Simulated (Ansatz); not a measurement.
Single points on Cs4H5⁻.

```yaml
crystal:
  periodic: [false, false, false]
  atoms:
    - {symbol: Cs, position_ang: [2.133145, -1.557742, 0.604686]}
    - {symbol: Cs, position_ang: [2.046333, 2.712035, 0.027817]}
    - {symbol: Cs, position_ang: [-2.428474, -3.183350, -0.886256]}
    - {symbol: Cs, position_ang: [-2.074277, 1.600850, 0.675951]}
    - {symbol: H, position_ang: [0.560282, 0.707649, 1.656138]}
    - {symbol: H, position_ang: [-3.642907, -0.772573, -0.198992]}
    - {symbol: H, position_ang: [-0.610158, 3.688712, -0.767501]}
    - {symbol: H, position_ang: [0.261016, -3.658809, -0.343559]}
    - {symbol: H, position_ang: [3.755030, 0.463228, -0.768294]}
basis:
  gaussian: {orbitals: def2-TZVPD, initial_orbitals: start.molden}
total_charge: -1
hamiltonian: {xc: pbe0, dispersion: d4}
scf: {omitted_lower_state_checks: [starts]}
output: {orbitals: {seedname: orbitals}}
```

The file start.molden holds the orbitals of an earlier run on this structure, at another level or in another basis.

```sh
$ ansatz run in.yaml --threads 4 --pin off --events-out ev --progress --plain --max-ram 3916MiB
```

Output, abridged:

```
Functional definition: PBE0
1491 factors; their error is unknown
mean field evaluation 1: about -2272.9264 eV, gradient 2.5e0 eV
mean field evaluation 2: about -2272.9462 eV, gradient 1.7e-2 eV
mean field evaluation 4: about -2272.9482 eV, gradient 2.9e-5 eV
mean field -2272.94815933 eV, -83.5293041957 hartree, gradient 3.1e-5 eV, S^2 0.000000; 0 other end points of the search recorded, 0 dependent functions left out
reference -2272.94821754 eV, -83.5293063348 hartree; 21, 21 occupied and 152, 152 virtual orbitals, 1491 factors
Total energy: -2273.47680146 eV, -83.5487314356 hartree
Checks for a lower state left out: starts
```

Run time 3.2 s (4 threads of Arm Neoverse V2 on a shared host).

The first input with `hamiltonian: {xc: {name: wB97X-V}}` (abridged; 19 s):

```
Functional definition: wB97X-V
mean field -2272.42674657 eV, -83.5101426303 hartree, gradient 1.6e-5 eV, S^2 0.000000
Total energy: -2272.42674213 eV, -83.5101424670 hartree
Checks for a lower state left out: starts
```

First input, but with `hamiltonian: {xc: pbe, dispersion: d4}`, `output: {forces: true, orbitals: {seedname: orbitals}}` (abridged; 3.8 s):

```
Functional definition: PBE
mean field -2273.61253996 eV, -83.5537197338 hartree, gradient 2.0e-5 eV, S^2 0.000000
Total energy: -2274.21270741 eV, -83.5757754806 hartree
Atom 0 force    -0.022080     0.019691    -0.007377 eV/Å
Atom 1 force    -0.014297    -0.015373     0.000443 eV/Å
Atom 2 force     0.023446     0.030283     0.019843 eV/Å
Atom 3 force     0.021249    -0.020871    -0.009086 eV/Å
Atom 4 force     0.006811     0.010543    -0.059996 eV/Å
Atom 5 force     0.054792    -0.013338    -0.004527 eV/Å
Atom 6 force     0.017749    -0.052067     0.031674 eV/Å
Atom 7 force    -0.030803     0.043417     0.002149 eV/Å
Atom 8 force    -0.056867    -0.002284     0.026877 eV/Å
Dipole moment:    -0.582711    -0.778511     0.780515 e Å
Checks for a lower state left out: starts
```

First input, but with `hamiltonian: {xc: r2scan, dispersion: d4}` (abridged; 6.5 s):

```
Functional definition: r2SCAN
mean field -2274.26346165 eV, -83.5776406645 hartree, gradient 5.4e-5 eV, S^2 0.000000
Total energy: -2274.42608174 eV, -83.5836168426 hartree
Checks for a lower state left out: starts
```

First input, but with `correlation: {method: ccsd_t}` and without the key `hamiltonian` (abridged; 89 s):

```
Functional definition: HF
mean field -2237.26631622 eV, -82.2180206474 hartree, gradient 4.8e-6 eV, S^2 0.000000
second order -14.65228145 eV of doubles, -0.00000000 eV of singles
cycle   1  -15.85176636 eV  change    -1.2e0 eV  update   1.0e-1
cycle   2  -16.32711460 eV  change   -4.8e-1 eV  update   3.9e-2
cycle   3  -16.37513301 eV  change   -4.8e-2 eV  update   1.8e-2
cycle   4  -16.37578959 eV  change   -6.6e-4 eV  update   9.4e-3
cycle   5  -16.37150195 eV  change    4.3e-3 eV  update   4.0e-3
cycle   6  -16.37091204 eV  change    5.9e-4 eV  update   1.5e-3
cycle   7  -16.37095997 eV  change   -4.8e-5 eV  update   7.5e-4
cycle   8  -16.37105849 eV  change   -9.9e-5 eV  update   3.4e-4
cycle   9  -16.37113091 eV  change   -7.2e-5 eV  update   1.6e-4
cycle  10  -16.37117600 eV  change   -4.5e-5 eV  update   7.7e-5
cycle  11  -16.37117691 eV  change   -9.1e-7 eV  update   3.4e-5
perturbative correction -0.23053155 eV, -0.0084718781 hartree
Total energy: -2253.86802467 eV, -82.8281221801 hartree
Checks for a lower state left out: starts
```

The first input with `hamiltonian: {xc: hse06, dispersion: d4}` (abridged; 4.4 s):

```
Functional definition: HSE06
mean field -2272.71002254 eV, -83.5205528301 hartree, gradient 1.7e-5 eV, S^2 0.000000
Total energy: -2273.22428371 eV, -83.5394515797 hartree
Checks for a lower state left out: starts
```

Geometry: r2SCAN-D4/def2-TZVPD.

In the def2 sets Cs takes a core potential; there is no spin–orbit coupling. HSE06 is defined as in plane-wave codes, on full-range PBE exchange. Correlated methods freeze no core orbitals; core or outer-core shells of Cs are correlated, in sets that lack core-valence functions. Another isomer (singlet) lies 0.20 eV lower at PBE0-D4/def2-TZVPD; other spin states weren't run for this one.
